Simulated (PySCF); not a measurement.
## Diatomics of Br with the fourth-period p block

PBE0 with double-zeta basis sets in PySCF, for the lowest determinant that a PBE0 search found; no spin–orbit coupling. De refers to high-spin ground-configuration atoms. A positive dipole means M(−)Br(+).

```tsv
M	basis	state (unpaired electrons)	Re (Å)	ωe (cm⁻¹)	De (eV)	μ (D)
Ga	x2c-SVPall	singlet (closed shell)	2.364	272	4.38	-2.29
Ge	cc-pVDZ-PP	doublet (π ↑)	2.343	293	3.59	-1.81
Se	x2c-SVPall	doublet (π ↑)	2.274	327	2.47	-0.31
```

The shortest bond is that of SeBr (2.274 Å), the longest that of GaBr (2.364 Å). GaBr is bound most strongly (4.38 eV) and SeBr least (2.47 eV).

The rows differ in basis set, which adds steps of its own.

The state changes along the series, so neighbouring rows are not always alike in their bonding.

States were picked by a PBE0 search and need not be the measured ground states.
